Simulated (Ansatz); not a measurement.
Ideal-gas functions of `[OH][In][F]` radical at 800 K and 1 bar, from an Ansatz frequency run at PBE0-D4/def2-TZVP.

Molar mass 150.82 g/mol, point group Cs (symmetry number 1), electronic degeneracy 2, moments of inertia 30.598, 103.678, 134.276 u Å². Harmonic wavenumbers (cm⁻¹, unscaled): 129, 262, 535, 566, 774, 3867.

Use S(trans) = R[1.5 ln M + 2.5 ln T − 1.1517]; rotational temperatures θ = 24.2544 K / I; S(rot) = R[ln(√π/σ · √(T³/θAθBθC)) + 1.5]; for each mode x = 1.438777 ν̃/T, S = R[x/(eˣ − 1) − ln(1 − e⁻ˣ)] and H = RT x/(eˣ − 1); 1 cm⁻¹ = 0.0119627 kJ/mol; R = 8.31446 J/(mol·K).

By hand: the entropy, in J/(mol·K).

Translation 191.9. Rotation: θ = 0.7927, 0.2339, 0.1806 K, giving 114.7. Vibration, mode by mode: 20.48, 14.65, 8.95, 8.52, 6.20, 0.06, in all 58.9. Electronic 5.8. Sum 371.3 J/(mol·K).

By hand: H − E and G − E in kJ/mol, counted from the electronic energy.

Zero-point energy ½ × 6133 × 0.0119627 = 36.7; thermal vibration 22.0; translation, rotation and pV give 4 RT = 26.6. H − E = 85.3 kJ/mol, and G − E = 85.3 − 800 × 371.3/1000 = -211.7 kJ/mol.

Vibration gives 16 % of the entropy, 20.5 J/(mol·K) of it from the mode under 150 cm⁻¹: soft modes count most, and the harmonic formula is weakest for them. The sum counts one conformer and one mirror image; others add a mixing term.
